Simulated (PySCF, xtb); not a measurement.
C3H7BO2, SMILES OB1CC(O)C1. Other conformers were not sampled.

Harmonic wavenumbers (cm⁻¹) from GFN2-xTB in xtb 6.7.1 at its own minimum, in rising order: 68, 265, 282, 309, 405, 425, 551, 562, 700, 773, 889, 898, 927, 972, 1017, 1068, 1102, 1156, 1180, 1205, 1212, 1276, 1341, 1417, 1435, 1445, 2856, 2994, 3000, 3009, 3012, 3553, 3582.

Q: What does PySCF with r2SCAN-D4/def2-SVP give at its own minimum? (Estimate from the structure and the level; the computed values follow.)

A: 94, 277, 305, 335, 423, 456, 519, 549, 674, 727, 868, 906, 915, 933, 992, 1049, 1087, 1159, 1174, 1184, 1236, 1323, 1373, 1381, 1412, 1492, 2965, 3037, 3043, 3121, 3125, 3810, 3833. Paired by order, the mean absolute difference is 47 cm⁻¹ and the zero-point energies are 64.2 and 65.4 kcal/mol.
